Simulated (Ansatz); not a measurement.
One change: `O[SiH](O)N[SiH](O)Cl` becomes `O[SiH](O)N[SiH](F)F`.

Ansatz, PBE0-D4/def2-TZVP geometries, multiplicity 1. Each molecule was computed in one conformer, which needn't be the lowest.

```csv
property,`O[SiH](O)N[SiH](O)Cl`
HOMO energy (ωB97M-V/def2-TZVPP) / eV,-10.65
HOMO–LUMO gap (PBE/def2-TZVPP) / eV,6.45
HOMO energy (PBE/def2-TZVPP) / eV,-6.87
HOMO–LUMO gap (B3LYP/def2-TZVPP) / eV,8.16
HOMO–LUMO gap (ωB97M-V/def2-TZVPP) / eV,12.58
LUMO energy (PBE0/def2-TZVPP) / eV,0.48
```

Question: What does the change do to each property? (Estimate.)

Answer: Ansatz gave: 
```tsv
property	`O[SiH](O)N[SiH](F)F`	shift
HOMO energy (ωB97M-V/def2-TZVPP) / eV	-10.80	-0.15
HOMO–LUMO gap (PBE/def2-TZVPP) / eV	6.73	0.28
HOMO energy (PBE/def2-TZVPP) / eV	-7.01	-0.14
HOMO–LUMO gap (B3LYP/def2-TZVPP) / eV	8.48	0.32
HOMO–LUMO gap (ωB97M-V/def2-TZVPP) / eV	12.93	0.35
LUMO energy (PBE0/def2-TZVPP) / eV	0.61	0.13
```

With PBE0 the HOMO falls by 0.15 eV and the LUMO rises by 0.13 eV, so the gap widens by about 0.28 eV. PBE moves the HOMO by -0.14 eV and ωB97M-V by -0.15 eV.

B3LYP here is the variant with VWN-RPA as its local correlation; programs differ in this.
